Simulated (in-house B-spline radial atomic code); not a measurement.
**Binding energies in Sr⁴⁺**

NIST's tabulated ground configuration is [Ar] 3d10 4s2 4p4; each binding energy is the energy of the ion with one electron taken from that subshell, relaxed, less that of the parent. All numbers are computed (Dirac-Hartree-Fock, average of configuration; Fermi nucleus of rms radius 4.224 fm) with an all-electron radial atomic-structure program (B-spline basis), not measured. Energies include first-order Breit, QED and recoil terms.

| subshell | X-ray name | binding energy (eV) | -ε (eV) | relaxation (eV) |
| --- | --- | --- | --- | --- |
| 1s | K | 16165.3 | 16256.3 | 51.8 |
| 2s | L1 | 2282.1 | 2310.4 | 24.7 |
| 3s | M1 | 419.9 | 426.9 | 6.5 |
| 3d3/2 | M4 | 193.2 | 200.3 | 7.1 |
| 3d5/2 | M5 | 191.4 | 198.4 | 7.0 |
| 4s | N1 | 92.97 | 93.68 | 0.65 |
| 4p | N2,3 | 71.01 | 71.59 | 0.55 |

Relaxation = -ε minus the binding energy without Breit, QED and recoil terms.

**Question.** What does it cost to remove both a 3d3/2 and a 4p electron?

**Answer.** 283.32 eV, which is 19.12 eV more than the two single binding energies together.

**Question.** What does it cost to remove both a 4s and a 4p electron?

**Answer.** 178.86 eV, which is 14.88 eV more than the two single binding energies together.

**Question.** What does it cost to remove two 2s electrons?

**Answer.** 4659.9 eV, which is 95.74 eV more than the two single binding energies together.
